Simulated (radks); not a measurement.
Trend from B3+ to Tl3+: ionisation energy by Delta-SCF between NIST ground configurations, and size. Calculated with a radial shooting solver on a logarithmic mesh with Libxc functionals: scalar-relativistic Kohn-Sham, r2SCAN, spin-polarised, spherical densities, finite nucleus; open shells are filled with parallel spins first (spin-orbit coupling, left out, can overturn this in heavy ions); meta-GGA in the generalised Kohn-Sham scheme; Fermi nuclear charge, rms radius of each element as measured or else 0.836 A^(1/3) + 0.57 fm.

species   configuration  IE (eV)  NIST (eV)    kind  -e(HOMO) (eV)  outermost  <r> outermost (bohr)  r at 0.001 e/bohr^3 (bohr)
B3+                [He]   259.48     259.37  theory    234.41 (1s)         1s                 0.325                        1.22
Al3+               [Ne]   121.62     119.99    exp.    105.74 (2p)         2s                 0.621                        1.96
Ga3+          [Ar] 3d10   63.881      63.24    exp.    52.875 (3d)         3d                 0.784                        2.56
In3+          [Kr] 4d10   56.556      55.45    exp.    48.332 (4d)         4d                  1.15                        2.96
Tl3+     [Xe] 4f14 5d10   51.925      51.14    exp.    44.696 (5d)         5d                  1.33                        3.18

Reference values: NIST Atomic Spectra Database (exp. = measured, semi-emp. = semi-empirical, theory = theoretical value adopted there). Open shells are spherical and high-spin; term and fine-structure splittings are not resolved. Spin-orbit splitting is averaged out at the scalar-relativistic level.
